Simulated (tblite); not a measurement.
C7H7FO.
Numbering: `[CH3:1][O:2][c:3]1[cH:4][cH:5][c:6]([F:7])[cH:8][cH:9]1` (hydrogens: H10, H11, H12 on C1; H13 on C4; H14 on C5; H15 on C8; H16 on C9)

Structure used (GFN2-xTB), in Å, numbered top down from 1:
```
atom  x, y, z in Å
C1     2.697    0.184    0.083
O2     1.697   -0.622   -0.493
C3     0.395   -0.322   -0.245
C4    -0.547   -1.162   -0.844
C5    -1.896   -0.950   -0.664
C6    -2.306    0.113    0.123
F7    -3.629    0.330    0.304
C8    -1.397    0.957    0.727
C9    -0.041    0.738    0.544
H10    2.651    0.161    1.177
H11    2.628    1.220   -0.263
H12    3.644   -0.243   -0.246
H13   -0.190   -1.980   -1.450
H14   -2.629   -1.594   -1.122
H15   -1.745    1.776    1.336
H16    0.660    1.403    1.023
```

All values are computed: GFN2-xTB (tblite) harmonic vibrations without scaling, gas phase. The method is semi-empirical: single wavenumbers can be off by several per cent or more. One conformer, not necessarily the lowest.

Harmonic wavenumbers (cm⁻¹): 84.0, 156.3, 224.4, 237.7, 359.8, 366.3, 386.7, 398.1, 490.9, 500.4, 610.7, 660.4, 720.7, 804.6, 857.1, 858.9, 893.9, 913.7, 1006.9, 1061.9, 1115.0, 1121.7, 1152.2, 1172.4, 1193.0, 1257.6, 1277.8, 1336.6, 1401.4, 1418.7, 1471.3, 1478.0, 1485.1, 1586.7, 1610.1, 2933.3, 2946.6, 3028.8, 3104.6, 3107.6, 3115.0, 3117.4.

A = 4959, B = 973.7, C = 818.1 MHz; mass 126.048 u (most abundant isotopes); point group Cs, symmetry number 1.

What is the zero-point energy?

Half the sum of the wavenumbers: 26512 cm⁻¹ = 317.16 kJ/mol.

Entropy at 400 K, 1 bar (ideal gas, RRHO, classical rotation)?

Translation 175.29, rotation 124.12, vibration 111.31: S = 410.7 J/(mol K).

And Cp and H(400 K) − H(0)?

Cp = 173.18 J/(mol K), of which vibrations give 139.92 (their classical limit is 42 R = 349.2); H(400 K) − H(0) = 39.18 kJ/mol without the zero-point energy, 25.87 from vibrations.

How do the functions run with temperature in this model?

```json
{"T (K)": "150", "S (J/(mol K))": "294.8", "Cp (J/(mol K))": "77.6", "H − H(0) (kJ/mol)": "7.68", "G − H(0) (kJ/mol)": "-36.54", "ln q(vib)": "1.21"}
{"T (K)": "250", "S (J/(mol K))": "343.4", "Cp (J/(mol K))": "116.4", "H − H(0) (kJ/mol)": "17.37", "G − H(0) (kJ/mol)": "-68.49", "ln q(vib)": "2.82"}
{"T (K)": "298.15", "S (J/(mol K))": "365.5", "Cp (J/(mol K))": "135.3", "H − H(0) (kJ/mol)": "23.43", "G − H(0) (kJ/mol)": "-85.56", "ln q(vib)": "3.68"}
{"T (K)": "600", "S (J/(mol K))": "492.6", "Cp (J/(mol K))": "230.6", "H − H(0) (kJ/mol)": "79.94", "G − H(0) (kJ/mol)": "-215.60", "ln q(vib)": "9.59"}
{"T (K)": "900", "S (J/(mol K))": "596.9", "Cp (J/(mol K))": "282.9", "H − H(0) (kJ/mol)": "157.70", "G − H(0) (kJ/mol)": "-379.55", "ln q(vib)": "15.47"}
```

q(vib) and H(0) count from the zero-point level.

Which modes carry the vibrational entropy at 400 K?

84.0 cm⁻¹: 18.30; 156.3 cm⁻¹: 13.21; 224.4 cm⁻¹: 10.32; 237.7 cm⁻¹: 9.87; 359.8 cm⁻¹: 6.73; 366.3 cm⁻¹: 6.60 J/(mol K); the other 36 give 46.29 together.

Blend soft modes into free rotors: weight 1/[1 + (100 cm⁻¹/ν̃)⁴] for the oscillator and the rest for a rotor with moment μB/(μ + B), μ = h/(8π²ν), B = 10⁻⁴⁴ kg m². What vibrational entropy results?

108.10 J/(mol K) in place of 111.31, which changes −T·S at 400 K by +1.28 kJ/mol.

Hindered rotation and anharmonicity are outside this model. Other conformers, if any are populated, would add a mixing term that is left out.

Hardware: one thread of an x86-64 server, shared host. The figure is for the frequency step alone.
